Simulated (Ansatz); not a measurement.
Relaxation of H$_{5}$NO$_{3}$Sn (10 atoms, charge 0, multiplicity 1), to a largest force component of 0.015 eV/Å in at most 40 steps.

All numbers below come from Ansatz, RKS LDA/def2-SVP.

```xyz
10
Properties=species:S:1:pos:R:3
N -1.203 0.012 -1.293
Sn 0.081 -0.011 0.261
O 0.885 -1.802 0.331
O -0.795 0.367 1.955
O 1.493 1.352 -0.032
H -1.627 1.047 -1.338
H -0.668 -0.077 -2.174
H 1.580 -1.735 1.105
H -1.544 -0.345 2.062
H 1.881 1.141 -0.875
```

Where does it end, and by what steps?

It converged. The force dipped under the threshold on the way, but the program's further checks kept it going. After 25 steps the energy has fallen by 0.488 eV; H10 moved furthest, 1.31 Å.

| step | energy less start (eV) | largest force component (eV/Å) | accepted |
| --- | --- | --- | --- |
| 0 | 0.0000 | 2.486 | yes |
| 1 | -0.3448 | 0.936 | yes |
| 2 | -0.3942 | 0.364 | yes |
| 3 | -0.4103 | 0.470 | yes |
| 4 | -0.4193 | 0.232 | yes |
| 5 | -0.4345 | 0.112 | yes |
| 6 | -0.3730 | 1.517 | no |
| 7 | -0.4438 | 0.115 | yes |
| 8 | -0.4494 | 0.051 | yes |
| 9 | -0.4500 | 0.190 | yes |
| 10 | -0.4321 | 0.384 | no |
| 11 | -0.4567 | 0.041 | yes |
| 12 | -0.4602 | 0.042 | yes |
| 13 | -0.4357 | 1.480 | no |
| 14 | -0.4646 | 0.136 | yes |
| 15 | -0.4678 | 0.317 | yes |
| 16 | -0.4770 | 0.091 | yes |
| 17 | -0.4822 | 0.142 | yes |
| 18 | -0.4867 | 0.030 | yes |
| 19 | -0.4873 | 0.007 | yes |
| 20 | -0.4874 | 0.121 | yes |
| 21 | -0.4878 | 0.011 | yes |
| 22 | -0.4880 | 0.013 | yes |
| 23 | -0.4880 | 0.036 | yes |
| 24 | -0.4881 | 0.020 | yes |
| 25 | -0.4881 | 0.001 | yes |

```xyz
10
Properties=species:S:1:pos:R:3
N -1.361 0.145 -1.227
Sn 0.166 -0.016 0.070
O 1.240 -1.667 -0.059
O -0.428 -0.115 1.952
O 1.234 1.603 -0.277
H -1.139 0.860 -1.936
H -1.532 -0.747 -1.713
H 1.184 -2.118 0.810
H -1.278 0.361 2.048
H 1.997 1.643 0.334
```

Time of the run: 40 s on 2 threads of Intel(R) Xeon(R) Platinum 8175M CPU @ 2.50GHz (Skylake/Cascade Lake) (shared host), peak memory 0.17 GiB.
